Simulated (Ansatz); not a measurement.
Start from `N#[C][SnH2][F]` and change one atom or group to get `N#[C][SnH3]`.

Ansatz, PBE0-D4/def2-TZVP geometries, multiplicity 1. 

Elements past krypton have def2 core potentials.

```json
{"property": "size of the dipole moment (B3LYP/def2-TZVPP) / D", "`N#[C][SnH2][F]`": "4.23"}
{"property": "ideal-gas entropy at 298 K and 1 bar (rigid rotor, harmonic PBE0-D4/def2-TZVP) / J/(mol·K)", "`N#[C][SnH2][F]`": "325"}
{"property": "LUMO energy (PBE0/def2-TZVPP) / eV", "`N#[C][SnH2][F]`": "-1.68"}
{"property": "HOMO–LUMO gap (PBE0/def2-TZVPP) / eV", "`N#[C][SnH2][F]`": "8.25"}
{"property": "HOMO–LUMO gap (ωB97M-V/def2-TZVPP) / eV", "`N#[C][SnH2][F]`": "12.24"}
{"property": "zero-point energy (PBE0-D4/def2-TZVP) / kJ/mol", "`N#[C][SnH2][F]`": "61.8"}
```

(1) What does the change do to each property? (Best estimate.)

Results:

(1) The calculation gave: 
| property | `N#[C][SnH3]` | shift |
| --- | --- | --- |
| size of the dipole moment (B3LYP/def2-TZVPP) / D | 4.30 | 0.07 |
| ideal-gas entropy at 298 K and 1 bar (rigid rotor, harmonic PBE0-D4/def2-TZVP) / J/(mol·K) | 291 | -34 |
| LUMO energy (PBE0/def2-TZVPP) / eV | -0.35 | 1.33 |
| HOMO–LUMO gap (PBE0/def2-TZVPP) / eV | 9.18 | 0.93 |
| HOMO–LUMO gap (ωB97M-V/def2-TZVPP) / eV | 12.81 | 0.57 |
| zero-point energy (PBE0-D4/def2-TZVP) / kJ/mol | 73.7 | 11.9 |

With PBE0 the HOMO rises by 0.40 eV and the LUMO rises by 1.33 eV, so the gap widens by about 0.93 eV. PBE moves the HOMO by 0.28 eV and ωB97M-V by 0.41 eV. Dipoles are sizes alone; their direction can turn.

B3LYP here is the variant with VWN-RPA as its local correlation; programs differ in this.
